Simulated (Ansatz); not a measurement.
`[SiH3]BN[SiH3]` and `[SiH3]NBS` differ in one atom or group.

Ansatz, PBE0-D4/def2-TZVP geometries, multiplicity 1. Each molecule was computed in one conformer, which needn't be the lowest.

```csv
property,`[SiH3]BN[SiH3]`
HOMO–LUMO gap (B3LYP/def2-TZVPP) / eV,6.53
HOMO energy (PBE/def2-TZVPP) / eV,-6.66
size of the dipole moment (PBE/def2-TZVPP) / D,2.04
HOMO–LUMO gap (PBE/def2-TZVPP) / eV,4.74
HOMO–LUMO gap (PBE0/def2-TZVPP) / eV,6.89
HOMO energy (ωB97M-V/def2-TZVPP) / eV,-10.05
```

Task: Give the same properties after the change, and the shifts. (Estimate.)

Result: Ansatz gave: 
| property | `[SiH3]NBS` | shift |
| --- | --- | --- |
| HOMO–LUMO gap (B3LYP/def2-TZVPP) / eV | 6.97 | 0.44 |
| HOMO energy (PBE/def2-TZVPP) / eV | -6.17 | 0.49 |
| size of the dipole moment (PBE/def2-TZVPP) / D | 0.68 | -1.36 |
| HOMO–LUMO gap (PBE/def2-TZVPP) / eV | 5.33 | 0.59 |
| HOMO–LUMO gap (PBE0/def2-TZVPP) / eV | 7.47 | 0.58 |
| HOMO energy (ωB97M-V/def2-TZVPP) / eV | -9.53 | 0.52 |

With PBE0 the HOMO rises by 0.52 eV and the LUMO rises by 1.11 eV, so the gap widens by about 0.59 eV. PBE moves the HOMO by 0.49 eV and ωB97M-V by 0.52 eV. Dipoles are sizes alone; their direction can turn.

B3LYP here is the variant with VWN-RPA as its local correlation; programs differ in this.
